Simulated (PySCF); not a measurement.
## He⁺ (helium, charge +1) across methods

2p1, 2P determinant (an excited configuration). Computed with PySCF 2.14 in dyall-av3z, with scalar relativity by spin-free X2C-1e.

| method | E (hartree) | mean ε 2p α (eV) | Σ⟨r²⟩ (bohr²) | ⟨S²⟩ |
| --- | --- | --- | --- | --- |
| PBE | -0.5079 | -9.577 | 5.162 | 0.750 |
| UHF | -0.47962 | -13.051 | 5.187 | 0.750 |
| r2SCAN | -0.5007 | -9.719 | 5.174 | 0.750 |
| wB97X-V | -0.4973 | -12.761 | 5.137 | 0.750 |
| PBE0 | -0.5025 | -10.518 | 5.172 | 0.750 |
| revPBE | -0.5142 | -9.699 | 5.151 | 0.750 |
| r2SCANh | -0.4986 | -10.053 | 5.175 | 0.750 |
| M06-2X | -0.4969 | -11.201 | 5.139 | 0.750 |
| LDA | -0.4866 | -9.088 | 5.223 | 0.750 |

For one electron the Hartree and exchange-correlation energies should cancel; what remains is the self-interaction error. The outer electron is Rydberg-like, and this basis confines it to a smaller radius and binds it less than a complete one would.
